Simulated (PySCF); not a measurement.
## Small edits and their spectra

Starting compound: SMILES C=C1CO[SiH2]C1=C, C$_{5}$H$_{8}$OSi.

¹H NMR (400 MHz, computed): δ 6.86 (br s, 1H), 5.95 (br s, 1H), 5.95 (br s, 1H), 5.34 (s, 2H), 5.22 (br s, 1H), 5.12 (s, 2H). ¹³C{¹H} NMR (computed): δ 154.0 (C), 148.6 (C), 130.0 (CH2), 107.2 (CH2), 77.4 (CH2).

PySCF calculation with GIAO PBE0/pcSseg-1 shieldings and geometry from GFN2-xTB; one averaged value for each set of equivalent atoms, a single conformation, non-relativistic, no solvent model.

Scale: TMS for ¹H (31.72 ppm), ¹³C (186.93 ppm) (reference shieldings calculated alike). Where no couplings were computed, multiplicities follow the n + 1 count of equivalent neighbours, and m marks all less simple cases (inequivalent or close neighbours, rings, F or P nearby). Shifts are as computed. Against solution values, carbons near 30 ppm lie about +3 ppm off and those near 130 ppm about +5 ppm. Of 1309 compounds with measured shifts, 239 miss one by over three times the rms of a fit or turn the order of signals round; such compounds aren't used in these exercises.

Problem. What are the spectra after this edit: O inserted into a C-C bond, giving `C=C1CO[SiH2]C(=C)O1`?

Solution. ¹H NMR (400 MHz, computed): δ 5.71 (br s, 1H), 5.19 (s, 2H), 4.81 (br s, 1H), 4.74 (br s, 1H), 4.49 (br s, 1H), 4.47 (s, 2H). ¹³C{¹H} NMR (computed): δ 163.2 (C), 161.9 (C), 112.6 (CH2), 98.1 (CH2), 66.5 (CH2).

Problem. What are the spectra after this edit: SiH2 inserted into a C-C bond, giving `C=C1CO[SiH2]C(=C)[SiH2]1`?

Solution. ¹H NMR (400 MHz, computed): δ 6.72 (m, 1H), 6.60 (m, 1H), 6.16 (br s, 1H), 5.88 (br s, 1H), 5.22 (s, 2H), 4.85 (s, 2H), 4.67 (s, 2H). ¹³C{¹H} NMR (computed): δ 153.1 (C), 152.3 (C), 149.9 (CH2), 135.6 (CH2), 74.4 (CH2).

Problem. What are the spectra after this edit: H on C replaced by OCH3, giving `C=C1[SiH2]O[C@H](OC)C1=C`?

Solution. ¹H NMR (400 MHz, computed): δ 6.77 (br s, 1H), 5.99 (br s, 1H), 5.85 (br s, 1H), 5.50 (br s, 1H), 5.49 (s, 1H), 5.31 (m, 1H), 5.21 (m, 1H), 3.64 (s, 3H). ¹³C{¹H} NMR (computed): δ 155.1 (C), 147.9 (C), 130.2 (CH2), 114.7 (CH2), 110.7 (CH), 56.5 (CH3).
